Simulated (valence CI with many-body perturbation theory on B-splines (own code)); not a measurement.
# Forbidden lines of Ho18+

Method: valence CI with perturbative core correlation (CI+MBPT): three valence electrons over a frozen Dirac-Fock core [Kr] 4d10, radial functions for each j: 8 s, 8 p, 9 d, 9 f, 6 g, 3 h, 2 i, with the one-electron correlation potential Σ1 (screened to all orders), the two-electron term Σ2, the three-electron term Σ3, Breit, model QED; selected single and double excitations, second order for the rest (own B-spline code, finite nucleus).

No measured spectrum was set against this ion. As an estimate, terms of the open shell hold to a few per cent of their energy, and close levels can change places. Core correlation moves these levels by up to 40000 cm⁻¹, and in measured spectra 5 to 20 % of such shifts remained as error; rates that hang on mixing are uncertain with them.

Lines 1 to 50 of 120 in falling wavelength, among levels below 42.123 eV, chosen from the decays that carry over 1 % of a level's rate. Wavelengths and rates use the calculated energies, so an error of 2000 cm⁻¹ moves a line at 3434 nm by 69 % and its rate by three times that or more. S is in atomic units (e²a₀⁴ for E2 and M2, e²a₀⁶ for E3), for M1 in squared Bohr magnetons. Weak lines are less certain than strong ones. Lines between different terms over intervals too small for the method are left out, as are lines whose strength nearly cancels. Where a level lies close to another of its J and parity, the split of strength between their lines is uncertain.

Names give the largest LS component (configuration and term), which can be under half, so a name can repeat, a term be missing and a line seem to break the LS rules; names also repeat where a configuration has a term twice. Letters in brackets count levels of one name in rising energy.

```
λ vac (nm)             Upper             Lower  Type   A (s⁻¹)  S (a.u.)
      3434       4f3 4S°_3/2       4f3 4F°_5/2    M1  6.29e-02  3.77e-01
      3291       4f3 4F°_7/2       4f3 4F°_5/2    M1  8.09e-01  8.55e+00
      2460      4f3 2L°_17/2      4f3 2L°_15/2    M1  7.10e-01  7.06e+00
      2300       4f3 4D°_1/2       4f3 4D°_3/2    M1  3.92e+00  3.54e+00
      2112       4f3 2P°_1/2   4f3 2D°_3/2 [a]    M1  9.07e-01  6.34e-01
      1952       4f3 4F°_5/2       4f3 4F°_3/2    M1  4.86e+00  8.04e+00
      1844       4f3 4G°_5/2       4f3 4F°_7/2    M1  3.61e-01  5.03e-01
      1822       4f3 4F°_9/2       4f3 4F°_7/2    M1  2.71e+00  6.08e+00
      1762       4f3 4F°_7/2   4f3 2H°_9/2 [a]    M1  1.42e+00  2.30e+00
      1658      4f3 2I°_13/2      4f3 2I°_11/2    M1  2.03e+00  4.80e+00
      1544      4f3 4G°_11/2       4f3 4G°_9/2    M1  6.48e+00  1.06e+01
      1505       4f3 4D°_3/2       4f3 2D°_5/2    M1  7.52e-01  3.80e-01
      1426      4f3 2K°_15/2      4f3 2K°_13/2    M1  3.65e+00  6.27e+00
      1346      4f3 4I°_15/2      4f3 4I°_13/2    M1  1.28e+01  1.85e+01
      1320   4f3 4G°_7/2 [a]       4f3 4F°_7/2    M1  2.73e+00  1.86e+00
      1283      4f3 4I°_13/2      4f3 4I°_11/2    M1  2.21e+01  2.43e+01
      1244       4f3 4S°_3/2       4f3 4F°_3/2    M1  2.90e+00  8.29e-01
      1235      4f3 4I°_11/2       4f3 4I°_9/2    M1  2.14e+01  1.79e+01
      1221       4f3 2D°_5/2   4f3 2D°_3/2 [a]    M1  2.58e+00  1.05e+00
      1187   4f3 4G°_7/2 [b]       4f3 4G°_5/2    M1  1.32e+01  6.53e+00
      1183       4f3 4G°_9/2   4f3 4G°_7/2 [a]    M1  1.57e+01  9.65e+00
      1182       4f3 4G°_5/2       4f3 4F°_5/2    M1  1.97e-01  7.24e-02
      1096   4f3 2G°_9/2 [a]   4f3 4G°_7/2 [b]    M1  1.09e+01  5.32e+00
      1052   4f3 2D°_3/2 [b]       4f3 2D°_5/2    M1  6.02e+00  1.04e+00
      1024      4f3 2I°_11/2      4f3 4G°_11/2    M1  2.50e+00  1.19e+00
      1014       4f3 4D°_7/2       4f3 4D°_5/2    M1  1.48e+01  4.59e+00
     990.2       4f3 4D°_3/2       4f3 2P°_1/2    M1  2.04e+00  2.94e-01
     949.1       4f3 4G°_9/2       4f3 4F°_9/2    M1  3.04e+00  9.62e-01
     942.1   4f3 4G°_7/2 [a]       4f3 4F°_5/2    M1  1.16e+01  2.88e+00
     895.8       4f3 4F°_9/2   4f3 2H°_9/2 [a]    M1  1.85e+01  4.93e+00
     771.4   4f3 2D°_3/2 [b]       4f3 2P°_1/2    M1  1.36e+01  9.23e-01
     767.8  4f3 2H°_11/2 [a]   4f3 2H°_9/2 [a]    M1  1.92e+01  3.88e+00
     754.7   4f3 4G°_7/2 [a]   4f3 2H°_9/2 [a]    M1  4.49e+00  5.72e-01
     736.0       4f3 4G°_5/2       4f3 4F°_3/2    M1  8.57e-01  7.60e-02
     722.2   4f3 4G°_7/2 [b]       4f3 4F°_7/2    M1  9.61e+00  1.07e+00
     692.5       4f3 4D°_5/2   4f3 2D°_3/2 [a]    M1  1.06e+01  7.82e-01
     692.2       4f3 4D°_1/2       4f3 2P°_1/2    M1  3.95e+00  9.71e-02
     674.1       4f3 4D°_3/2   4f3 2D°_3/2 [a]    M1  5.68e-01  2.58e-02
     659.9      4f3 4G°_11/2  4f3 2H°_11/2 [a]    M1  9.39e+00  1.20e+00
     649.6   4f3 2G°_9/2 [a]   4f3 4G°_7/2 [a]    M1  4.62e+00  4.69e-01
     640.2   4f3 2G°_9/2 [a]  4f3 2H°_11/2 [a]    M1  1.03e+01  1.00e+00
     632.9      4f3 2I°_13/2      4f3 4G°_11/2    M1  4.10e-01  5.39e-02
     624.0       4f3 4G°_9/2       4f3 4F°_7/2    M1  5.62e-01  5.07e-02
     622.0   4f3 2D°_3/2 [a]       4f3 4S°_3/2    M1  4.20e+01  1.50e+00
     620.5       4f3 4D°_7/2       4f3 2D°_5/2    M1  1.09e+00  7.70e-02
     615.5      4f3 2I°_11/2       4f3 4G°_9/2    M1  4.94e+00  5.12e-01
     604.4       4f3 4D°_5/2   4f3 4G°_7/2 [b]    M1  8.08e-01  3.97e-02
     603.7       4f3 2D°_5/2   4f3 4G°_7/2 [a]    M1  4.36e+00  2.13e-01
     592.2   4f3 4G°_7/2 [b]       4f3 4F°_5/2    M1  1.02e+01  6.31e-01
     587.7      4f3 4G°_11/2       4f3 4F°_9/2    M1  5.61e-01  5.07e-02
```
